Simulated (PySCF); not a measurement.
# Two-component Hartree-Fock for Ar⁵⁺ (argon, charge +5)

Start: [Ne] 3s2 3p1; 3p3/2 filled at m_j = +3/2. Calculated with PySCF 2.14 in an uncontracted even-tempered set (20 s from 0.2 bohr⁻², ratio 2.4; 13 p from 0.26 bohr⁻², ratio 2.4; 5 d from 1.4 bohr⁻², ratio 2.6; 5 f from 2.2 bohr⁻², ratio 2.6): generalised Hartree-Fock with the X2C-1e Hamiltonian and a Gaussian nucleus; one run each with spin-orbit coupling (SO) screened by Boettger's factors, then bare. This is a chosen level, not necessarily the ground level.

```json
{"spinor shell": "1s1/2", "electrons": "2", "ε, screened SO (eV)": "-3334.4", "ε, bare SO (eV)": "-3334.4", "weight of nominal j (bare SO)": "1.000", "rms radius, bare SO (bohr)": "0.0991"}
{"spinor shell": "2s1/2", "electrons": "2", "ε, screened SO (eV)": "-427.28", "ε, bare SO (eV)": "-427.28", "weight of nominal j (bare SO)": "1.000", "rms radius, bare SO (bohr)": "0.443"}
{"spinor shell": "2p1/2", "electrons": "2", "ε, screened SO (eV)": "-351.32", "ε, bare SO (eV)": "-351.52", "weight of nominal j (bare SO)": "0.987", "rms radius, bare SO (bohr)": "0.413"}
{"spinor shell": "2p3/2", "electrons": "4", "ε, screened SO (eV)": "-349.33", "ε, bare SO (eV)": "-349.23", "weight of nominal j (bare SO)": "0.993", "rms radius, bare SO (bohr)": "0.415"}
{"spinor shell": "3s1/2", "electrons": "2", "ε, screened SO (eV)": "-105.46", "ε, bare SO (eV)": "-105.46", "weight of nominal j (bare SO)": "1.000", "rms radius, bare SO (bohr)": "1.31"}
{"spinor shell": "3p3/2", "electrons": "1", "ε, screened SO (eV)": "-90.411", "ε, bare SO (eV)": "-90.399", "weight of nominal j (bare SO)": "1.000", "rms radius, bare SO (bohr)": "1.38"}
```

```json
{"quantity": "E (hartree)", "screened SO": "-520.80608", "bare SO": "-520.80606"}
{"quantity": "M_J", "screened SO": "3/2", "bare SO": "3/2"}
{"quantity": "⟨J²⟩", "screened SO": "3.756", "bare SO": "3.756"}
{"quantity": "⟨L²⟩", "screened SO": "2.005", "bare SO": "2.005"}
{"quantity": "⟨S²⟩", "screened SO": "0.752", "bare SO": "0.752"}
```

Each row is a mean over spinors that exchange with the open shell spreads, by up to 4.434 eV (3s1/2).
